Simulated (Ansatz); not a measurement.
Bond stretch in SeMg, lowest singlet found (which spin is the ground state isn't settled by this scan).

Methods: RCCSD(T) = Ansatz (an electronic-structure program) with CCSD(T) on RHF/cc-pVDZ, cores with 3d frozen; RKS-PBE0 = Ansatz with restricted PBE0/cc-pVDZ; RKS-PBE = restricted PBE/cc-pVDZ (Ansatz); RCCSDT(Q) = Ansatz with CCSDT(Q) on RHF/cc-pVDZ, cores with 3d frozen; UKS-PBE0 = unrestricted PBE0/cc-pVDZ run with Ansatz; UKS-PBE = unrestricted PBE/cc-pVDZ run with Ansatz; FCI = Ansatz with full CI/cc-pVDZ, cores with 3d frozen.

Cost and accuracy over the 8 points of the scan, with FCI as yardstick. Costs are rough ratios of core time within Ansatz on shared cores, each with its mean field (Kohn-Sham runs search longer for lower solutions than correlated ones do); the miss is the largest error against full CI of the curve after the mean shift, in kcal/mol.

Question: Which is the cheapest of these levels that stays within 3.5 kcal/mol of FCI?

Answer: RCCSD(T).

| level | relative cost | largest error |
|---|---|---|
| RCCSD(T) | 1 | 0.3 |
| RKS-PBE0 | 1 | 5.9 |
| RKS-PBE | 2 | 3.8 |
| RCCSDT(Q) | 3 | 0.1 |
| UKS-PBE0 | 6 | 4.4 |
| UKS-PBE | 8 | 3.2 |

Costs within a factor of two of each other count as equal.

The scan ran from 1.88 to 8.82 Å; beyond the distances shown full CI changes its symmetry label. The restricted form behind RKS-PBE0, RKS-PBE keeps the bonding electrons paired and can't separate into open-shell fragments. The unrestricted determinant behind UKS-PBE0 is spin-contaminated at 2.36 to 2.62 Å (<S²> up to 1.0, against 0.00 for a pure singlet). The unrestricted determinant behind UKS-PBE is spin-contaminated at 2.36 to 2.62 Å (<S²> up to 0.6, against 0.00 for a pure singlet). Also computed but left out beside FCI, since their determinant holds another spin at the minimum (<S²> over 0.7 above the pure value): UHF, UMP2, UCCSD, UCCSD(T), UCCSDT, UCCSDT(Q), UMP2/6-31G*, UHF/3-21G.
